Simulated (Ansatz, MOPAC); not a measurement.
Dimer: HF (SMILES F) (first 2 atoms) with HI (SMILES I); geometry from B3LYP-D3(BJ)/def2-TZVP, rigid monomers moved along the line of their centres of mass till H2···I3 is 2.38 Å.
(charge 0, multiplicity 1):
```xyz
4

F     -0.0701     0.4750    -0.2412
H      0.0048     0.0346     0.5765
I      0.1920    -0.9254     2.7431
H      0.1533     0.5468     3.4097
```

Monomers are frozen at their geometry in the pair; levels with a basis set take the counterpoise correction.

The state that PM7 reach isn't checked; PM7 holds dispersion and hydrogen-bond terms.

Codes used: Ansatz (an electronic-structure program) with Gaussian orbitals; MOPAC for PM7 (differences of heats of formation). Each number belongs to the level named beside it. In def2 rows elements past Kr take small-core potentials, without spin–orbit coupling.

**Question.** One of these levels gives 6.25 kcal/mol for the interaction energy. Which?
A. PBE/def2-TZVPPD
B. PM7
C. PBE0/def2-TZVPPD
D. HF/def2-SVPD

**Answer.** B, PM7. The others give 1.53 (HF/def2-SVPD), -2.66 (PBE/def2-TZVPPD), -2.18 (PBE0/def2-TZVPPD)
